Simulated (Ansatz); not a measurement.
CH₆OSSi₂ (`OC1([SiH3])[SiH2]S1`). Charge 0, multiplicity 1. The structure was optimised at the PBE0-D4/def2-TZVP level. It is one conformer, not always the lowest.

```xyz
11

O    -0.243   -1.807   -0.084
C    -0.142   -0.425   -0.152
Si    1.648    0.143   -0.174
Si   -1.475    0.725    0.453
S    -1.101    0.412   -1.577
H    -1.170   -2.069   -0.052
H     2.369   -0.423    0.997
H     1.642    1.625   -0.084
H     2.315   -0.292   -1.427
H    -2.672    0.073    1.035
H    -1.172    2.039    1.064
```

**Question.** What is the dipole moment at ωB97M-V/def2-TZVPP? (Estimate.)

**Answer.** Computed: 2.16 D, with components (-1.38, 0.38, 1.62) D in this frame, pointing from negative to positive charge.

**Question.** And with PBE, r2SCAN, B3LYP? (An estimate is asked.)

**Answer.** Computed: PBE 1.92 D, r2SCAN 2.02 D, B3LYP 2.10 D.

**Question.** Give the Mulliken charges with ωB97M-V, PBE, r2SCAN in def2-TZVPP. (An estimate is asked.)

**Answer.** The calculation gave: 
| atom | ωB97M-V | PBE | r2SCAN |
| --- | --- | --- | --- |
| O1 | -0.28 | -0.26 | -0.31 |
| C2 | -0.02 | 0.10 | 0.06 |
| Si3 | 0.19 | 0.20 | 0.30 |
| Si4 | 0.21 | 0.22 | 0.33 |
| S5 | -0.20 | -0.22 | -0.26 |
| H6 | 0.18 | 0.19 | 0.20 |
| H7 | -0.03 | -0.06 | -0.07 |
| H8 | -0.02 | -0.04 | -0.06 |
| H9 | -0.02 | -0.04 | -0.06 |
| H10 | -0.01 | -0.05 | -0.06 |
| H11 | -0.01 | -0.04 | -0.06 |

B3LYP here is the variant with VWN-RPA as its local correlation; programs differ in this.
